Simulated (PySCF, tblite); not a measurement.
Isomers of C8H16N2. Level: GFN2-xTB in tblite, geometry and Hessian alike; calculated harmonic values, unscaled, isolated species. Against measured fundamentals such values can be off by several per cent, at times by over 20. One conformer each.

Electronic energies: PBE0/pcSseg-1 single points on the GFN2-xTB geometries (PySCF, gas phase).

```tsv
SMILES	electronic energy, lowest = 0 (kJ/mol)
CC(C)(C)CN1CCC=N1	0.0
C=CCN(C=C)NCCC	143.8
CC(C)N(C)/N=C/C1CC1	97.3
CCC/C(=N/NC)C1CC1	85.6
C=CN(NCCC)C1CC1	154.6
C=CCNN1CCCCC1	61.3
```

**Question.** How do GFN2-xTB zero-point energies change the relative energies?

**Answer.** 
| SMILES | ZPE (kJ/mol) | of it from modes above 1550 cm⁻¹ | electronic (kJ/mol) | with ZPE, lowest = 0 (kJ/mol) | lowest mode (cm⁻¹) | rings |
| --- | --- | --- | --- | --- | --- | --- |
| CC(C)(C)CN1CCC=N1 | 603.6 | 297.8 | 0.0 | 0.0 | 28 | 1 |
| C=CCNN1CCCCC1 | 605.8 | 295.4 | 61.3 | 63.6 | 42 | 1 |
| CCC/C(=N/NC)C1CC1 | 600.5 | 300.6 | 85.6 | 82.5 | 38 | 1 |
| CC(C)N(C)/N=C/C1CC1 | 598.0 | 299.8 | 97.3 | 91.7 | 46 | 1 |
| C=CCN(C=C)NCCC | 594.4 | 311.3 | 143.8 | 134.6 | 31 | 0 |
| C=CN(NCCC)C1CC1 | 599.0 | 302.4 | 154.6 | 150.0 | 37 | 1 |

The zero-point energies span 11.4 kJ/mol, from `C=CCN(C=C)NCCC` to `C=CCNN1CCCCC1`. The order is unchanged.

**Question.** And how do the electronic energies of GFN2-xTB itself compare?

**Answer.** `CC(C)(C)CN1CCC=N1` 0.0; `C=CCNN1CCCCC1` 93.8; `CCC/C(=N/NC)C1CC1` 114.4; `CC(C)N(C)/N=C/C1CC1` 94.8; `C=CCN(C=C)NCCC` 198.6; `C=CN(NCCC)C1CC1` 168.8 kJ/mol, lowest = 0. Against the energies above, taken from the same isomer `CC(C)(C)CN1CCC=N1`, the largest difference is 54.8 kJ/mol.

**Question.** What do entropy and thermal enthalpy add at 298.15 K and 1 bar (rigid rotor, harmonic oscillator, one conformer each)?

**Answer.** 
```tsv
SMILES	point group	symmetry number	S (J/(mol K))	H − H(0) (kJ/mol)	ZPE + H − H(0) − TS (kJ/mol)
CC(C)(C)CN1CCC=N1	C1	1	439.4	32.50	505.1
C=CCNN1CCCCC1	C1	1	429.3	30.53	508.3
CCC/C(=N/NC)C1CC1	C1	1	461.5	34.64	497.5
CC(C)N(C)/N=C/C1CC1	C1	1	454.7	34.49	496.9
C=CCN(C=C)NCCC	C1	1	480.4	36.15	487.3
C=CN(NCCC)C1CC1	C1	1	459.7	34.22	496.2
```
